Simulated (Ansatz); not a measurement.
fac-CrCl3(PH3)3 (CrP3H9Cl3). Charge 0, multiplicity 4. Geometry PBE-D4/def2-SVP; atoms count from 1.

Cartesian coordinates in Å:
```
Cr -0.190 0.890 0.242
Cl -2.094 1.180 1.490
P 1.746 0.316 -1.065
H 1.629 -0.285 -2.364
H 2.781 -0.535 -0.549
H 2.529 1.453 -1.405
Cl 1.424 1.927 1.502
P -1.717 -0.419 -1.078
H -2.891 0.304 -1.428
H -2.323 -1.615 -0.565
H -1.356 -0.921 -2.374
Cl -0.490 2.338 -1.514
P 0.168 -0.824 1.891
H 0.058 -0.330 3.221
H 1.421 -1.515 2.002
H -0.696 -1.966 1.994
```

Question: Estimate the Mulliken populations from the PBE0/def2-TZVP orbitals of Ansatz.

Answer: 
| atom | charge (e) | spin (α − β) | d electrons |
| --- | --- | --- | --- |
| Cr1 | 0.09 | 3.17 | 4.74 |
| Cl2 | -0.33 | 0.03 | – |
| P3 | -0.04 | -0.08 | – |
| H4 | 0.09 | 0.00 | – |
| H5 | 0.09 | 0.00 | – |
| H6 | 0.15 | 0.01 | – |
| Cl7 | -0.33 | 0.03 | – |
| P8 | -0.04 | -0.08 | – |
| H9 | 0.15 | 0.01 | – |
| H10 | 0.09 | 0.00 | – |
| H11 | 0.09 | 0.00 | – |
| Cl12 | -0.33 | 0.03 | – |
| P13 | -0.04 | -0.08 | – |
| H14 | 0.15 | 0.01 | – |
| H15 | 0.09 | 0.00 | – |
| H16 | 0.09 | 0.00 | – |
Mulliken values depend strongly on the basis.

Question: Where does the spin sit?

Answer: Summed by element: Cr 3.17, Cl 0.08, P -0.25, H 0.00, of 3 unpaired in all. Largest on single atoms: Cr1 3.17, P8 -0.08, P3 -0.08.

Question: And the Mayer bond orders between heavy atoms (over 0.3)?

Answer: Cr1–Cl2 0.91 (2.30 Å); Cr1–P3 0.63 (2.41 Å); Cr1–Cl7 0.91 (2.30 Å); Cr1–P8 0.63 (2.41 Å); Cr1–Cl12 0.91 (2.30 Å); Cr1–P13 0.63 (2.41 Å).
